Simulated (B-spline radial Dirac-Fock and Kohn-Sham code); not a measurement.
L-shell conversion coefficients of Tl against transition energy

The computed values come from a radial atomic solver: a Dirac-Hartree-Slater potential of the neutral atom with a Latter tail (no hole, which puts coefficients of high multipoles low close above an edge), finite nucleus with surface currents. Subshells within 1 keV of threshold and pair formation are left out.

```csv
energy (keV),E1,E2,E5,M2,M3,M4
19.5,5.57,11900,6.49e+08,31600,7.49e+06,5.99e+08
20,5.22,10500,5.93e+08,28000,6.34e+06,4.95e+08
33.4,1.33,821,3.88e+07,2520,231000,1.10e+07
35.9,1.10,575,2.46e+07,1800,146000,6.46e+06
37.8,0.956,446,1.76e+07,1420,106000,4.44e+06
50,0.448,113,2.73e+06,399,18800,593000
67.4,0.199,26.6,347000,106,3140,72800
81.3,0.120,10.8,93100,47.1,1060,20200
89.5,0.0923,6.88,47300,31.2,613,10600
97.1,0.0741,4.69,26700,22.1,388,6130
100,0.0684,4.08,21700,19.6,330,5050
109,0.0543,2.73,11800,13.7,205,2870
200,0.0109,0.183,177,1.22,8.82,66.0
230,0.00766,0.102,69.5,0.721,4.50,29.4
337,0.00301,0.0233,5.95,0.183,0.796,3.64
375,0.00234,0.0159,3.09,0.126,0.504,2.10
470,0.00141,0.00749,0.821,0.0595,0.199,0.691
500,0.00123,0.00617,0.579,0.0487,0.156,0.516
511,0.00117,0.00577,0.513,0.0454,0.143,0.466
545,0.00102,0.00475,0.361,0.0370,0.112,0.347
565,0.000945,0.00427,0.297,0.0330,0.0974,0.295
579,0.000898,0.00398,0.261,0.0305,0.0888,0.264
581,0.000891,0.00394,0.256,0.0302,0.0876,0.260
599,0.000836,0.00361,0.218,0.0275,0.0781,0.227
650,0.000706,0.00287,0.143,0.0213,0.0578,0.159
1000,0.000305,0.000980,0.0196,0.00600,0.0131,0.0280
2000,9.07e-05,0.000231,0.00170,0.000934,0.00166,0.00274
2220,7.63e-05,0.000189,0.00125,0.000717,0.00125,0.00201
```

Question: How fast do they fall between 1000 and 2220 keV?

Answer: As powers of the energy: E1 E^-1.74, E2 E^-2.06, E5 E^-3.45, M2 E^-2.66, M3 E^-2.95, M4 E^-3.30. Within one type (E or M) the higher multipoles fall faster.
